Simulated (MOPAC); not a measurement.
Job for MOPAC: PM6 on TcS, 2S+1 = 6, a spin state set in the input, which need not be the lowest, a point of a bond scan (R = 2.171 Å).

```
PM6 1SCF PRECISE CHARGE=0 UHF MS=2.5 THREADS=1
STc

Tc     0.00000000 1     0.00000000 1     0.00000000 1
S      0.00000000 1     0.00000000 1     2.17067900 1
```

It printed:

```
*******************************************************************************
 **                                                                           **
 **                              MOPAC v23.2.5                                **
 **                                                                           **
 *******************************************************************************
 ** MOPAC's Digital Object Identifier: https://doi.org/10.5281/zenodo.6511958 **
 **                                                                           **
 ** Please cite the open-source release paper for use of this MOPAC version:  **
 ** J. E. Moussa and J. J. P. Stewart (2026)                                  **
 ** MOPAC: An open-source semiempirical molecular orbital program             **
 ** J. Open Source Softw., 11(119), 8025, https://doi.org/10.21105/joss.08025 **
 *******************************************************************************

                              PM6 CALCULATION RESULTS

 *******************************************************************************
 *  PM6        - The PM6 Hamiltonian to be used
 *  UHF        - UNRESTRICTED HARTREE-FOCK CALCULATION
 *
 *
 *
 *                 CHARGE ON SYSTEM = 0
 *
 *
 *
 *  MS=        - IN MECI, MAGNETIC COMPONENT OF SPIN =  2.5
 *  PRECISE    - TIGHTER CRITERIA TO BE USED
 *  1SCF       - DO 1 SCF AND THEN STOP
 *  THREADS=1  - MULTI-THREADING NOT USED
 *  T=         - A TIME OF 172800.0 SECONDS REQUESTED
 *  DUMP=N     - RESTART FILE WRITTEN EVERY 7200.0 SECONDS REQUESTED
 *******************************************************************************
PM6 1SCF PRECISE CHARGE=0 UHF MS=2.5 THREADS=1
 STc

   ATOM   CHEMICAL          X               Y               Z
  NUMBER   SYMBOL      (ANGSTROMS)     (ANGSTROMS)     (ANGSTROMS)

     1      Tc          0.00000000  *   0.00000000  *   0.00000000  *
     2       S          0.00000000  *   0.00000000  *   2.17067900  *



          CARTESIAN COORDINATES

    NO.       ATOM           X           Y           Z

     1        Tc          0.0000      0.0000      0.0000
     2         S          0.0000      0.0000      2.1707

 General Reference for PM6:
 "Optimization of Parameters for Semiempirical Methods V: Modification of NDDO Approximations
 and Application to 70 Elements", J. J. P. Stewart, J. Mol. Mod., 13, 1173-1213 (2007)
 URL: https://link.springer.com/article/10.1007/s00894-007-0233-4

           Empirical Formula: Tc S  =     2 atoms



      MOLECULAR POINT GROUP   :   C*v


          UHF CALCULATION, NO. OF ALPHA ELECTRONS =    9
                           NO. OF BETA  ELECTRONS =    4

 -------------------------------------------------------------------------------
 PM6 1SCF PRECISE CHARGE=0 UHF MS=2.5 THREADS=1
 STc



     1SCF WAS SPECIFIED, SO BFGS WAS NOT USED
     SCF FIELD WAS ACHIEVED


                              PM6 CALCULATION
                                                       MOPAC v23.2.5 Linux




          FINAL HEAT OF FORMATION =        119.55705 KCAL/MOL =     500.22671 KJ/MOL


          COSMO AREA              =        103.56 SQUARE ANGSTROMS
          COSMO VOLUME            =         93.82 CUBIC ANGSTROMS

          IONIZATION POTENTIAL    =          8.573489 EV
          ALPHA SOMO LUMO (EV)    =         -8.573 -1.309
          BETA  SOMO LUMO (EV)    =        -10.207 -3.298
          NO. OF ALPHA ELECTRONS  =          9
          NO. OF BETA  ELECTRONS  =          4
          MOLECULAR WEIGHT        =        130.9662         POINT GROUP:  C*v

          MOLECULAR DIMENSIONS (Angstroms)

            Atom       Atom       Distance
            S     2   Tc     1     2.17068
            S     2   Tc     1     0.00000
           Tc     1    S     2     0.00000


          SCF CALCULATIONS        =          1





   ATOM   CHEMICAL          X               Y               Z
  NUMBER   SYMBOL      (ANGSTROMS)     (ANGSTROMS)     (ANGSTROMS)

     1      Tc          0.00000000  *   0.00000000  *   0.00000000  *
     2       S          0.00000000  *   0.00000000  *   2.17067900  *

                             CARTESIAN COORDINATES

   1   Tc        0.000000000     0.000000000     0.000000000
   2    S        0.000000000     0.000000000     2.170679000


           Empirical Formula: Tc S  =     2 atoms



      MOLECULAR POINT GROUP   :   C*v


          ALPHA EIGENVALUES
 -28.49789 -11.87099 -11.87099 -11.31195 -10.60236 -10.60236 -10.53188  -8.57349
  -8.57349  -1.30876  -0.91252  -0.91252   0.55504   1.33963   1.33963   2.29126
   2.29126   2.48657


           BETA EIGENVALUES
 -23.15256 -10.40163 -10.20679 -10.20679  -3.29785  -2.64117  -2.64117  -1.42716
  -1.42716  -0.43113   1.67345   2.49972   2.49972   2.57978   2.57978   2.73947
   2.85308   2.85308


              NET ATOMIC CHARGES AND DIPOLE CONTRIBUTIONS

  ATOM NO.   TYPE          CHARGE      No. of ELECS.   s-Pop       p-Pop       d-Pop
    1         Tc          -0.119262        7.1193     1.07724     0.01299     6.02904
    2          S           0.119262        5.8807     1.95528     3.75202     0.17344
 DIPOLE           X         Y         Z       TOTAL
 POINT-CHG.     0.000     0.000     1.243     1.243
 HYBRID         0.000    -0.000    -0.963     0.963
 SUM            0.000    -0.000     0.281     0.281


          ATOMIC ORBITAL ELECTRON POPULATIONS

     Atom    s        px        py        pz      x^2-y^2     xz        z^2       yz        xy
    1 Tc   1.07724   0.00256   0.00256   0.00786   0.99943   1.58044   0.86930   1.58044   0.99943
    2  S   1.95528   1.34113   1.34113   1.06975   0.00057   0.07586   0.02057   0.07586   0.00057


                    (SZ)    =    2.500000
                    (S**2)  =    8.768970


          ATOMIC ORBITAL SPIN POPULATIONS

    Atom   Total    s     px     py     pz   x^2-y^2  xz     z^2    yz     xy
         Atomic
    1 Tc  3.7194  0.561  0.002  0.002 -0.000  0.999  0.350  0.457  0.350  0.999
    2  S  1.2806  0.018  0.606  0.606 -0.038  0.001  0.043  0.003  0.043  0.001

 **********************
 *                    *
 * JOB ENDED NORMALLY *
 *                    *
 **********************




 == MOPAC DONE ==
```

The run finished.

Cost: about 0.020 core-seconds (a rough figure).
